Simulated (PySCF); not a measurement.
**Trend along group 7: MS molecules**

PBE0 with triple-zeta basis sets in PySCF, for the lowest determinant that a PBE0 search found; no spin–orbit coupling. De refers to high-spin ground-configuration atoms. A positive dipole means M(−)S(+).

```tsv
M	basis	state (unpaired electrons)	Re (Å)	ωe (cm⁻¹)	De (eV)	μ (D)
Mn	def2-TZVPP	sextet (σ ↑, π ↑↑, δ ↑↑)	2.058	504	3.30	-6.10
Tc	def2-TZVPP	sextet (σ ↑, π ↑↑, δ ↑↑)	2.107	521	n/a	-4.64
Re	def2-TZVPP	sextet (σ ↑, π ↑↑, δ ↑↑)	2.123	519	4.00	-4.05
```

The shortest bond is that of MnS (2.058 Å), the longest that of ReS (2.123 Å).

Down a group the atoms grow and get heavier, so bonds lengthen and wavenumbers fall; the exceptions here are the higher wavenumber at Tc.

De is left out where the level can put another filling of the metal’s s and d shells below the measured ground configuration, by anything from nothing to about 1 eV. The metal atom is held in its measured ground configuration; semilocal functionals can put another filling of s and d lower by some tenths of an eV, and De to that atom would be smaller. These are scalar-relativistic numbers at best; spin–orbit coupling would shift them, the dissociation energy most. With d or f electrons several states lie close, and the lowest PBE0 determinant need not be the measured ground state.
